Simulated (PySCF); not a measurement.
# Reading the logs of faulty runs: AlGeH6N2 cation

These are calculations, not measurements. They come from PySCF 2.14.0, an open-source quantum chemistry program, on an isolated molecule that a program drew, which may never have been made. The molecule is AlGeH6N2 cation (charge +1, singlet), drawn as the SMILES string `[NH2][AlH][NH][GeH2+]`.

Each row is a Hartree-Fock (HF) and frozen-core CCSD(T) single point in the cc-pV(D+d)Z basis, meant for a local HF minimum. Run 1 is clean. Each other run has one planted mistake out of seven kinds, and not every kind appears here: one electron removed, one electron added, multiplicity raised by two, geometry at a saddle point, minimal basis STO-3G, one bond length entered in bohr, all coordinates scaled. The reference is restricted for singlets and unrestricted otherwise, and also for a bond in bohr. Adding or removing an electron swaps singlet and doublet. Electrons count all cores. HOMO and LUMO are orbital energies over both spins, the gradient is its largest component, and the lowest frequency (negative if imaginary) is given only where the gradient is small. Bond lengths are over the 9 bonds as drawn. T1 is the CCSD diagnostic: over 0.02 (restricted) or 0.045 (unrestricted) a single reference is doubtful. Germanium has the cc-pVDZ-PP basis, with a core potential (ECP10MDF) in place of its 10 inner electrons, and its 3s, 3p and 3d shells are frozen in CCSD(T).

Geometry of the clean run:
```xyz
10
AlGeH6N2 cation, angstrom
N    -2.3722    3.2872   -1.9350
Al   -1.5524    2.5645   -0.5847
N    -1.8842    0.7431   -0.2853
Ge   -1.2492   -0.2889    0.9498
H    -3.0054    2.8446   -2.5754
H    -2.2717    4.2533   -2.1921
H    -0.5602    3.1556    0.4626
H    -2.5176    0.2740   -0.9182
H    -0.2929    0.3050    1.9509
H    -1.6598   -1.7395    0.9984
```

```
run  electrons  basis functions  <S^2>  HOMO (eV)  LUMO (eV)  gradient (hartree/bohr)  lowest frequency (cm^-1)  mean bond (Å)  longest bond (Å)      T1  HF (hartree)  CCSD(T) (hartree)                          mistake
  1         64              104  0.000     -14.63      -4.31                  2.1e-05                        82         1.4373             1.875  0.0186    -647.52253         -648.06621                         no fault
  2         64              104  0.894     -14.67      -5.27                  1.3e-02                         -         1.5864             2.851  0.0335    -647.42017         -647.94829  one bond length entered in bohr
  3         65              104  0.767      -5.72       2.79                  6.2e-02                         -         1.4373             1.875  0.0152    -647.70594         -648.25740               one electron added
  4         63              104  0.757     -21.48     -10.55                  8.9e-02                         -         1.4373             1.875  0.0153    -647.07311         -647.56594             one electron removed
  5         64              104  0.000     -14.11      -4.47                  5.2e-02                         -         1.5350             2.003  0.0242    -647.48196         -648.04387                                ?
```

**Which mistake was planted in run 5, and what did it cost?**

The mean and the longest bond both change by the same factor, 1.068, and the gradient is no longer small. So the mistake is: all coordinates scaled. Subtracting run 1 and multiplying by 627.51 kcal/mol a hartree, the energy moved by 25.5 kcal/mol in HF and 14.0 kcal/mol in CCSD(T).

Cautions from the logs. Run 5: T1 is over the limit, so its CCSD(T) energy is less reliable.
